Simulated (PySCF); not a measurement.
C4H7O3 (doublet state).
Cartesian coordinates in Å at the GFN2-xTB level; atoms count from 1:
```
atom  x, y, z in Å
C1     2.424   -0.329    0.682
O2     1.488    0.037   -0.296
C3     0.333   -0.691   -0.329
C4    -0.829   -0.038   -0.978
C5    -1.742    0.663    0.019
O6    -1.435    1.051    1.112
O7    -2.987    0.782   -0.466
H8     2.015   -0.186    1.688
H9     2.729   -1.375    0.568
H10    3.289    0.318    0.544
H11    0.180   -1.427    0.445
H12   -1.442   -0.754   -1.529
H13   -0.464    0.719   -1.675
H14   -3.560    1.229    0.177
```

The hyperfine couplings belong to this conformer and change with its torsions.

The species is `CO[CH]CC(=O)O` [radical].

The calculation used PySCF 2.14.0, UKS B3LYP, pcH-1 on C H O, non-relativistic, mean-field spin-orbit, GIAO. One conformer (not necessarily the lowest) at the GFN2-xTB geometry, without solvent, vibrations or thermal averaging. Couplings are sensitive to structure, and on GFN2-xTB geometries they can be far from those on DFT ones. The SCF solution wasn't tested for stability.

Principal values of hyperfine tensors in MHz (contact and dipolar terms together), for some of the nuclei:

```tsv
atom	isotope	A1	A2	A3
C3	13C	79.37	80.55	302.48
C5	13C	80.51	81.52	94.36
H12	1H	36.50	37.75	52.13
H11	1H	-74.47	-41.53	-4.48
O2	17O	-98.65	2.31	5.09
H8	1H	9.57	10.11	20.07
H13	1H	5.22	6.15	19.84
C4	13C	-11.79	-11.28	-6.67
```

(1) Give the isotropic coupling of each nucleus in MHz and in mT (g = 2.0032), and the anisotropic part.

(2) What spin density at the nucleus of H8 lies behind its contact coupling (g_N = 5.58569)?

(3) H9 (1H, g_N = 5.58569) isn't in the table. Its spin density at the nucleus is 0.00335 bohr⁻³. What is its contact coupling?

(4) Which nucleus of the table has the largest anisotropic coupling, and what is its form?

(5) In a single crystal, with the field along each principal axis of the tensor of H12 in turn, what first-order splitting does this nucleus give (isotropic g, quadrupole terms neglected)?

## Answers

(1) a_iso is a third of the trace, T = A − a_iso, and a(mT) = a(MHz)/(g × 13.996).

```
atom  a_iso (MHz)  a_iso (mT)      T1      T2      T3
  C3       154.13       5.497  -74.76  -73.59  148.35
  C5        85.46       3.048   -4.95   -3.95    8.90
 H12        42.13       1.503   -5.63   -4.38   10.01
 H11       -40.16      -1.432  -34.31   -1.37   35.68
  O2       -30.41      -1.085  -68.23   32.72   35.51
  H8        13.25       0.473   -3.67   -3.14    6.82
 H13        10.41       0.371   -5.18   -4.25    9.43
  C4        -9.91      -0.354   -1.88   -1.37    3.24
```

(2) a_FC = (2μ0/3) gₑ μB g_N μN ρ(0)/(2S·h) = 800.24 MHz × g_N × ρ(0)/(2S), with ρ in bohr⁻³. With a_FC = 13.25 MHz and 2S = 1, ρ(0) = 0.002964 bohr⁻³. In magnitude that is 0.9 % of the 1/π = 0.318 of a free hydrogen atom.

(3) By the same relation, a_FC = 14.98 MHz. Its full tensor has the principal values 11.15, 11.41, 22.36 MHz.

(4) C3: -74.8, -73.6, 148.3 MHz, axial, in the ratio −1:−1:+2, the form that spin in one p orbital centred on that nucleus gives.

(5) 2 lines (I = 1/2), spaced by |A_i|/(g × 13.996): 1.30, 1.35, 1.86 mT along the axes of A1, A2 and A3.

The run took 39 s wall on one thread, Arm Neoverse V1, shared host.
